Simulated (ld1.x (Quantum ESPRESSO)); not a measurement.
## What one change does to a pseudopotential (tin (Sn), TM)

```json
{
 "Element": "tin (Sn)",
 "Generator": "ld1.x (Quantum ESPRESSO) 7.5",
 "Type": "norm-conserving Troullier–Martins (Kleinman–Bylander form)",
 "Functional": "PBEsol",
 "Relativity": "fully relativistic",
 "Frozen core": "[Kr]",
 "Valence charge": "14",
 "Reference configuration": "4d10 5s1 5p0 (charge +3)",
 "Partial waves": "5s (bound): rc 1.50 bohr; 5p (bound, empty): rc 1.75 bohr; 4d (bound): rc 1.55 bohr",
 "Local potential": "all-electron potential smoothed inside 1.55 bohr (lloc = -2)",
 "Core correction": "none"
}
```

Open shells are filled in proportion to 2j + 1 (rel_dist='average').

All-electron outer shells of the reference configuration (PBEsol, scalar-relativistic, ld1.x):

```csv
shell,level (eV),outermost node (bohr),outermost maximum (bohr)
4p,-119.09,0.41,0.79
4d,-55.06,0.39,0.88
5s,-35.96,0.98,1.89
5p,-26.71,1.07,2.20
```

Change: wave 5p (bound): rc 1.75 bohr becomes 5p (bound): rc 1.42 bohr.

Cutoffs: the cutoffs (Ry, on a coarse ladder) from which the occupation-weighted sum of valence levels, in a spherical-Bessel basis at the reference potential, stays within 10 and 1 mRy of its value at 400 Ry; they do not see the model core or the augmentation charge, which bear on the density cutoff. Errors are all-electron minus pseudo energies relative to the spin-unpolarised reference configuration.

Question: How do hardness, ghosts and transferability respond?

Answer: The potential gets neither clearly harder nor softer (90 Ry and 140 Ry → 90 Ry and 140 Ry); the bound ghosts move from s to p, s; of the 7 tests that both files solve, the error grows in 3 and shrinks in 0 by more than 15 % and 0.3 meV (median size 127.6 → 161.1 meV). That the errors move this way runs against the usual rule that smaller radii transfer better.

| quantity | base | changed |
| --- | --- | --- |
| cutoff, loose | 90 Ry | 90 Ry |
| cutoff, tight | 140 Ry | 140 Ry |
| bound ghosts | s | p1/2, p3/2, s |
| error for 4d10 5s2 5p2, meV [ΔE -51.91 eV] | +187 | +209 |
| error for 4d10 5s2 5p1, meV [ΔE -45.00 eV] | +128 | +140 |
| error for 4d10 5s2 5p0, meV [ΔE -31.01 eV] | +56 | +56 |
| error for 4d10 5s1 5p3, meV [ΔE -44.92 eV] | +132 | +166 |
| error for 4d9 5s2 5p2, meV [ΔE -19.28 eV] | -55 | +161 |
| error for 4d10 5s0 5p4, meV [ΔE -37.71 eV] | +92 | +144 |
| error for 4d10 5s2 5p2.3, meV [ΔE -52.77 eV] | +199 | +223 |

Changed file: The cutoffs count occupied waves only; the empty 5p level needs 160 Ry at the loose tolerance. A true bound ghost makes a file unfit for plane-wave use even where its test errors are small: the radial tests pick states by their node count and pass the ghost by.
